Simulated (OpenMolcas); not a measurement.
## Ni2+, Pd2+, Pt2+: d8 down the group

* Program: OpenMolcas
* Method: MS-CASPT2, IPEA 0.25 Eh, imaginary shift 0.1 Eh
* Basis: ANO-RCC-VTZP
* Scalar Hamiltonian: DKH2, point nucleus
* Spin-orbit coupling: RASSI with atomic mean-field integrals over the reference wave functions, term energies averaged over their components

Active space for each ion: 8 electrons in 6 orbitals (d s); closed shells correlated by CASPT2: Ni2+ 3s 3p; Pd2+ 4s 4p; Pt2+ 5s 5p.

Computed levels in cm-1 above 3F4:

```csv
Level,Ni2+,Pd2+,Pt2+
3F3,1446,3320,10470
3P1,17090,13570,17020
3P0,17360,13820,15130
1G4,22810,18110,21900
1S0,52130,41820,46420
weight of 3F in the lowest level (%),100,99,95
```

Mixed levels, with the weight of the term that names them: Pt2+ 1S0 (51 %).

Measured, with the error of the calculation in %. Measured levels: Ni2+ from Corliss and Sugar, J. Phys. Chem. Ref. Data 10, 197 (1981); Pd2+ from Moore, Atomic Energy Levels, vol. III, NSRDS-NBS 35 (1971 reprint of NBS Circular 467, 1958); Pt2+ from NIST levels as listed in McCann et al., Mon. Not. R. Astron. Soc. 538, 537 (2025).

```tsv
Level	Ni2+	Pd2+	Pt2+
3F3	1361 (+6.3)	3230 (+2.9)	9752 (+7.3)
3P1	16978 (+0.7)	13470 (+0.8)	16782 (+1.4)
3P0	17231 (+0.8)	13699 (+0.9)	14939 (+1.3)
1G4	23109 (-1.3)	17880 (+1.3)	21331 (+2.7)
1S0	52532 (-0.8)
```

The fine-structure level 3F3 changes by a factor of 7.24 from Ni2+ to Pt2+.

Without spin-orbit coupling 3P lies 15650, 10250, 6780 cm-1 above 3F in that order; the difference to the level 3P1, of either sign, comes from spin-orbit coupling, which also lowers the zero.

Term energies are means over components that CASPT2 splits; among the terms shown or strongly mixed into the levels shown the widest spread is 1800 cm-1 (3d8 3F, Ni2+). Some high roots are left out of the spin-orbit mixing, which shifts the levels that they would mix with (holds for Pt2+). Measured partners are found by configuration, term and J. A level has none where our copy of the source lacks it or the pairing is in doubt (some pairs that miss far off the trend of their configuration count as doubtful), and it then counts in no deviation. Levels of configurations outside the active space are missing.
